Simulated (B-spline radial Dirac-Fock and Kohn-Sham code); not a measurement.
**Binding energies of Tl⁴³⁺ at several levels of theory**

System: the Tl⁴³⁺ ion in the configuration 1s2 2s2 2p6 3s2 3p6 3d10 4s2 4p6 4d2.

The density-functional columns are spherical, spin-unpolarised Dirac-Kohn-Sham results without Breit or QED terms: −ε is minus the orbital energy of the initial state and ΔSCF the difference of two total energies. The reference in the last column comes from Dirac-Fock (average of configuration) total-energy differences with a finite nucleus, the Breit interaction including its frequency dependence, and self-energy and vacuum-polarisation corrections. All numbers are from a radial finite-basis atomic code, in eV; a selection of levels is shown. The Kohn-Sham columns are given as differences from the reference. For the 1s level of heavy atoms much of the gap between ΔSCF and the reference is the Breit and QED part, -476.0 eV here; for other levels the error of the functional can be larger.

| level | LDA −ε − DF | LDA ΔSCF − DF | Dirac-Fock |
| --- | --- | --- | --- |
| K (1s) | -199.5 | +464.1 | 87614.1 |
| L1 (2s) | -201.1 | -51.8 | 17441.2 |
| L2 (2p1/2) | -145.6 | +38.9 | 16789.0 |
| L3 (2p3/2) | -166.5 | -8.2 | 14745.3 |
| M1 (3s) | -118.5 | -56.6 | 5729.0 |
| M2 (3p1/2) | -97.6 | -32.3 | 5443.0 |
| M3 (3p3/2) | -95.8 | -35.5 | 4969.6 |
| M4 (3d3/2) | -68.5 | +0.4 | 4510.1 |
| M5 (3d5/2) | -70.4 | -3.2 | 4410.4 |
| N1 (4s) | -46.9 | -14.6 | 2608.0 |
| N2 (4p1/2) | -29.1 | +3.5 | 2474.7 |
| N3 (4p3/2) | -30.7 | 0.0 | 2326.0 |
| N4,5 (4d) | -27.6 | +3.8 | 2119.9 |

Values without a named source are computed, but for edge energies of neutral atoms, which are taken from tables.
